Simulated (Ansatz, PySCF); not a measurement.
Si(Cl)2(Me)(NH2) (CH5Cl2NSi), SMILES C[Si](N)(Cl)Cl.

Geometry optimised at PBE0-D3(BJ)/def2-SVP. The values are those of a single conformer.

Vertical ionisation energy (IE) and electron affinity (EA) in eV. Rows of orbital energies are one-electron estimates. Where ΔSCF, EOM or ADC give a negative EA the extra electron is unbound and the value depends on the basis.

```json
[
 {"level": "−ε(HOMO), −ε(LUMO), B3LYP/def2-TZVP (PySCF)", "IE": "7.76", "EA": "-0.25"},
 {"level": "−ε(HOMO), −ε(LUMO), PBE/def2-TZVP (PySCF)", "IE": "6.55", "EA": "0.27"},
 {"level": "ΔSCF, PBE0/def2-SVPD (Ansatz), final states of multiplicity 2 and 2", "IE": "10.21", "EA": "-1.15"},
 {"level": "ΔSCF, PBE/def2-SVPD (Ansatz), final states of multiplicity 2 and 2", "IE": "9.79", "EA": "-0.93"}
]
```

**Question.** What vertical singlet–triplet gap does ΔSCF give with PBE0/def2-SVPD (Ansatz, a quantum-chemistry and plane-wave program) and with PBE/def2-SVPD (Ansatz)? (Estimate from the structure and the level; the computed values follow.)

**Answer.** 6.55 and 6.20 eV (triplet above singlet where positive).
